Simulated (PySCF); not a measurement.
# Removing an electron from `[GeH3][NH][SiH2]C1CC1`

Compound: C3H11GeNSi.
SMILES with atom numbers: `[GeH3:1][NH:2][SiH2:3][CH:4]1[CH2:5][CH2:6]1` (hydrogens: H7, H8, H9 on Ge1; H10 on N2; H11, H12 on Si3; H13 on C4; H14, H15 on C5; H16, H17 on C6)

Cartesian coordinates in Å at the PBE0-D3(BJ)/def2-SVP level; atoms count from 1:
```xyz
17
C3H11GeNSi angstrom
Ge     1.6731    0.7049    0.4900
N      0.8550   -0.8015    1.1588
Si    -0.6515   -1.4842    0.6260
C     -1.7686   -0.1025    0.0733
C     -2.8217   -0.3549   -0.9788
C     -1.6211    0.4565   -1.3271
H      0.7589    1.9260    0.6942
H      2.9824    0.8781    1.2824
H      1.9955    0.5695   -1.0152
H      1.4676   -1.3931    1.7117
H     -1.2359   -2.2813    1.7512
H     -0.5216   -2.4061   -0.5567
H     -2.0368    0.6314    0.8421
H     -3.7802    0.1591   -0.8687
H     -2.9032   -1.3620   -1.4003
H     -0.8716    0.0111   -1.9899
H     -1.7407    1.5357   -1.4558
```

Level: PBE0/def2-SVPD (PySCF). Frontier orbitals with their largest atomic shares (Löwdin; up to four atoms above 4 %):

```
orbital  ε (eV)                             main atoms
 HOMO−3   -9.12  C4 22 %, Si3 17 %, H12 14 %, H13 10 %
 HOMO−2   -8.55     C4 34 %, C5 26 %, C6 14 %, Si3 5 %
 HOMO−1   -8.23    C6 27 %, C4 22 %, C5 16 %, Si3 14 %
   HOMO   -7.11                                      ?
   LUMO    0.15  Ge1 27 %, Si3 16 %, H10 12 %, N2 10 %
 LUMO+1    0.37    Ge1 35 %, H7 12 %, H8 11 %, H9 10 %
 LUMO+2    1.04  C5 15 %, Ge1 13 %, Si3 12 %, H14 10 %
```

What vertical ionisation energy does ΔSCF give, and how far is −ε(HOMO) from it?

ΔSCF: 8.92 eV (861 kJ/mol; threshold wavelength 139 nm); ⟨S²⟩ of the doublet left behind is 0.759, against 0.75 for a pure doublet. −ε(HOMO) is 7.11 eV, 1.81 eV below it. For the exact functional −ε(HOMO) would equal the first vertical ionisation energy; PBE0 (global hybrid, 25 % exact exchange) falls short of its own ΔSCF value by 20 %.

On which atoms does the HOMO lie?

N2 (silicon-bound nitrogen) 54 %, Si3 (SiH2 silicon) 11 %, Ge1 (germanium bonded to N and 3 H) 9 %, H12 (Si–H hydrogen) 7 %. The HOMO−1 lies 1.12 eV lower.

How many of the 10 lowest singlet excitations (vertical TDDFT, same level) lie below the ionisation energy?

All 10; they run from 5.90 to 7.66 eV.

What kinetic energy would electrons from this vertical process carry with He I light (21.218 eV)?

21.22 − 8.92 = 12.30 eV.

Geometry: PBE0-D3(BJ)/def2-SVP, one conformer, isolated molecule. The calculation is non-relativistic, for germanium too.
